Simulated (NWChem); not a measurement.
System: C$_{3}$HF$_{2}$NS; SMILES Fc1cnc(F)s1

Here is an NWChem input.

```
start job
memory heap 200 mb stack 900 mb global 1100 mb
geometry units angstroms noautosym nocenter noautoz
  F     -0.150829     2.475509     0.000000
  C      0.136449     1.194004     0.000000
  C      1.361883     0.607931     0.000000
  N      1.333135    -0.764879     0.000000
  C      0.131218    -1.188305     0.000000
  F     -0.205435    -2.454215     0.000000
  S     -1.140029     0.004980     0.000000
  H      2.307232     1.150608     0.000000
end
basis spherical
  * library pcsseg-1
end
dft
  xc xpbe96 cpbe96
  iterations 150
end
property
  shielding
end
task dft property
```

Coordinates come from a PBE0/def2-SVP optimisation.

GIAO values for the isolated, static molecule; σ is the absolute isotropic shielding, δ = σ(reference) − σ with the isolated reference molecule computed at the same levels (13C: tetramethylsilane, 19F: trichlorofluoromethane, 1H: tetramethylsilane, 15N: ammonia).

Atoms are numbered as in the input.

### Question
Give the results of this calculation. (PBE/pcSseg-1, GIAO.) Quantities: δ F1 (ppm); δ C2 (ppm); δ C3 (ppm); δ N4 (ppm); δ C5 (ppm); δ F6 (ppm); δ H8 (ppm).

### Answer
| Property | Result |
|---|---|
| δ F1 (ppm) | -152.2 |
| δ C2 (ppm) | 166.7 |
| δ C3 (ppm) | 116.7 |
| δ N4 (ppm) | 298.9 |
| δ C5 (ppm) | 159.1 |
| δ F6 (ppm) | -82.2 |
| δ H8 (ppm) | 6.62 |
